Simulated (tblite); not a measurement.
Task: What does the GFN2-xTB structure of `FC1=C(F)S[C]=C1` [radical] look like in three dimensions? (Doublet state.)

Result: 
Z-matrix in Å and degrees, rows numbered from 1:
```
F 
C   1  1.3353
C   2  1.4313  1  122.31
C   3  1.3374  2  109.50  1   179.81
S   4  1.6958  3  116.73  2     0.16
C   2  1.3605  1  124.73  3   179.93
F   6  1.3294  2  127.72  1     0.01
H   3  1.0723  2  122.95  1    -0.09
```

The 3 C–C bonds span 1.337 Å (C3–C4, aromatic) to 1.431 Å (C2–C3, aromatic), a spread of 0.094 Å. C6 (carbon bonded to C, F and S) is planar (angles 127.7°, 120.3° and 112.0°, sum 360.0°, 0.00 Å off the plane of its three neighbours). C2 (carbon bonded to 2 C and F) is planar (angles 124.7°, 122.3° and 113.0°, sum 360.0°, 0.00 Å off the plane of its three neighbours). The 7 heavy atoms lie in one plane (0.001 Å rms).

The geometry is computed with GFN2-xTB (gas phase). This method treats the open shell by occupation alone, without spin polarisation.

Point group: Cs (tolerance 0.08 Å). Its GFN2-xTB frequencies are all real (lowest 190 cm⁻¹).
